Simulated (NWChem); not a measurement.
The numbers come from NWChem runs, not from measurements. System: HSi, charge 0, spin multiplicity 2, at a geometry optimised with UPBE0/def2-SVP. The structure started from a generated list of species. Its SCF solution wasn't tested for a lower state. Level: evGW0@UPBE/def2-TZVP, RI basis def2-tzvp-rifit, 6 cycles.

Input file:

```
start mol
memory heap 200 mb stack 700 mb global 1700 mb
geometry units angstroms nocenter noautoz
  Si     0.000000     0.000000     0.102678
  H      0.000000     0.000000    -1.437486
  symmetry group C2v
end
basis spherical
  * library def2-tzvp
end
basis "ri basis" bse spherical
  * library def2-tzvp-rifit
end
dft
  xc xpbe96 cpbe96
  odft
  mult 2
  iterations 100
  direct
  tolerances tight
end
task dft energy
gw
  evgw0 6
  states alpha occ -1 vir -1
  states beta occ -1 vir -1
end
task dft gw
```

Part of the output:

```
             Northwest Computational Chemistry Package (NWChem) 7.3.0
             --------------------------------------------------------

                                NWChem Input Module
                                -------------------

 Scaling coordinates for geometry "geometry" by  1.889725989
 (inverse scale =  0.529177249)

 Turning off AUTOSYM since
 SYMMETRY directive was detected!

                             Geometry "geometry" -> ""
                             -------------------------

 Output coordinates in angstroms (scale by  1.889725989 to convert to a.u.)

  No.       Tag          Charge          X              Y              Z
 ---- ---------------- ---------- -------------- -------------- --------------
    1 Si                  14.0000     0.00000000     0.00000000     0.10267800
    2 H                    1.0000     0.00000000     0.00000000    -1.43748600

 Effective nuclear repulsion energy (a.u.)       4.8101900096

            Nuclear Dipole moment (a.u.)
            ----------------------------
        X                 Y               Z
 ---------------- ---------------- ----------------
     0.0000000000     0.0000000000     0.0000113384

      Symmetry information
      --------------------

 Group name             C2v
 Group number             16
 Group order               4
 No. of unique centers     2

      Symmetry unique atoms

     1    2


 Summary of "ao basis" -> "" (spherical)
 ------------------------------------------------------------------------------
       Tag                 Description            Shells   Functions and Types
 ---------------- ------------------------------  ------  ---------------------
 *                         def2-tzvp                  on all atoms

 new library libraries.bse/

 Summary of "ri basis" -> "" (spherical)
 ------------------------------------------------------------------------------
       Tag                 Description            Shells   Functions and Types
 ---------------- ------------------------------  ------  ---------------------
 *                      def2-tzvp-rifit               on all atoms
[...]
@GW        12          7.735           0.000
@GW        13          7.441           0.000
@GW        14          7.699           0.000
@GW        15          7.362           0.000
@GW        16          7.497           0.000
@GW        17          8.052           0.000
@GW        18          7.400           0.000
@GW        19         11.419           0.000
@GW        20         15.706           0.000
@GW        21         30.964           0.000
@GW        22         31.321           0.000
@GW        23         30.897           0.000
@GW        24         31.288           0.000
@GW        25         31.511           0.000
@GW        26         31.463           0.000
@GW        27         32.015           0.000
@GW        28         32.009           0.000
@GW        29         31.854           0.000
@GW        30         31.728           0.000
@GW        31         32.408           0.000
@GW        32         35.832           0.000
@GW        33         37.363           0.000
@GW        34         37.558           0.000
@GW        35         40.594           0.000
@GW        36         55.600           0.000
@GW        37         55.543           0.000
@GW        38         65.478           0.000
@GW        39         76.915           0.000
@GW        40        175.469           0.000
@GW        41        170.448           0.000
@GW        42        174.105           0.000
@GW        43        264.621           0.000

                   Beta Orbitals
          State     Energy (eV)     Error (eV)
          -----------------------------------
@GW         1      -1803.993           0.000
@GW         2       -160.343           0.000
@GW         3       -107.833           0.000
@GW         4       -107.381           0.000
@GW         5       -107.305           0.000
@GW         6        -15.132           0.000
@GW         7         -9.979           0.000
@GW         8         -0.579           0.000
@GW         9          0.367           0.000
@GW        10          3.579           0.000
@GW        11          6.579           0.000
@GW        12          7.773           0.000
@GW        13          7.335           0.000
@GW        14          7.629           0.000
@GW        15          8.401           0.000
@GW        16          7.907           0.000
@GW        17          8.109           0.000
@GW        18          8.569           0.000
@GW        19         11.653           0.000
@GW        20         15.914           0.000
@GW        21         31.018           0.000
@GW        22         31.663           0.000
@GW        23         31.692           0.000
@GW        24         31.607           0.000
@GW        25         32.046           0.000
@GW        26         32.275           0.000
@GW        27         31.819           0.000
@GW        28         32.729           0.000
@GW        29         32.201           0.000
@GW        30         33.336           0.000
@GW        31         33.300           0.000
@GW        32         36.256           0.000
@GW        33         37.886           0.000
@GW        34         38.894           0.000
@GW        35         40.797           0.000
@GW        36         55.681           0.000
@GW        37         56.139           0.000
@GW        38         65.599           0.000
@GW        39         77.050           0.000
@GW        40        162.390           0.000
@GW        41        176.284           0.000
@GW        42        174.324           0.000
@GW        43        265.091           0.000

     GW Timing Statistics
   ------------------------
   Init.   :          0.0s
     ERIs  :          0.0s
     Distr.:          0.0s
     Vxc   :          0.0s
   Sigma_x :          0.0s
   RPA     :          0.0s
   Wmn     :          0.1s
   Sigma_c :          0.2s
   GW total:          0.4s

 Task  times  cpu:        0.4s     wall:        0.4s

 Total times  cpu:        1.3s     wall:        1.3s
```
